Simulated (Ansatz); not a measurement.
Reaction (redistribution): `F[Si]O[SiH3]` + `CO[SiH2]CS` → `[SiH3]O[Si]S` + `CO[SiH2]CF`

Isolated molecules relaxed with PBE0-D4/def2-TZVP in Ansatz; ΔE leaves out vibrations. CBS: MP2 limit from def2 TZ/QZ plus the TZ coupled-cluster correction, frozen cores. This one scheme is used for every species. DFT in def2-TZVPP. Each species was taken in one conformer, which may not be the lowest.

Problem. Is it downhill or uphill in electronic energy at CCSD(T)/CBS, and by how much? (An estimate is asked.)

Solution. Computed: Uphill: ΔE = +36.6 kcal/mol.

Problem. What do these levels give: PBE, r2SCAN, PBE0, MP2/def2-TZVPP, SCS-MP2/def2-TZVPP, CCSD/def2-TZVPP? (An estimate is asked.)

Solution. Ansatz gave: PBE 31.4, r2SCAN 33.5, PBE0 33.0, MP2/def2-TZVPP 38.2, SCS-MP2/def2-TZVPP 37.2, CCSD/def2-TZVPP 36.3 kcal/mol.

Largest T1 diagnostic among the species: 0.015.

From PBE to PBE0 (25 % exact exchange), in def2-TZVPP and without D4, ΔE moves by +1.5 kcal/mol. In def2-TZVPP, CCSD(T) changes the Hartree–Fock value by +1.0 kcal/mol (the triples alone add −0.3 kcal/mol) and MP2 by +3.2 kcal/mol.
